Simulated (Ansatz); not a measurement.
Calculated with Ansatz (gas phase, PBE0-D4/def2-TZVP geometries, no zero-point term in ΔE). CCSD(T)/CBS adds triple-zeta CCSD(T) − MP2 to the extrapolated MP2 energy (def2 sets, frozen cores). This one scheme is used for every species. Functionals use def2-TZVPP. B3LYP here is the variant with VWN-RPA as its local correlation; programs differ in this. For Zn outer-core shells are correlated without core-valence functions, which leaves a few kJ/mol of doubt a bond. Scalar relativity is left out up to krypton. One conformer a species, not always the lowest.

`[CH3][Zn][CH2]Cl` + H–F → `[CH3][Zn][F]` + `CCl`  (ligand exchange at a Zn–C bond)

| level | ΔE (kcal/mol) |
| --- | --- |
| PBE | -25.8 |
| B3LYP | -28.5 |
| HF/def2-TZVPP | -31.5 |
| CCSD(T)/def2-TZVPP | -24.8 |

Task: What does CCSD(T)/CBS give? (Estimate.)

Result: Ansatz gave: -25.4 kcal/mol. The listed levels differ from it by -0.4, -3.1, -6.1, 0.6 kcal/mol.

Largest T1 diagnostic among the species: 0.016.

The D4 term adds +1.5 kcal/mol with B3LYP and +0.8 kcal/mol with PBE0; it sums over pairs of atoms, weighted by their polarisabilities, and B3LYP, whose exchange is more repulsive, gets the larger term. In def2-TZVPP, CCSD(T) changes the Hartree–Fock value by +6.7 kcal/mol (the triples alone add +1.0 kcal/mol) and MP2 by +7.4 kcal/mol.
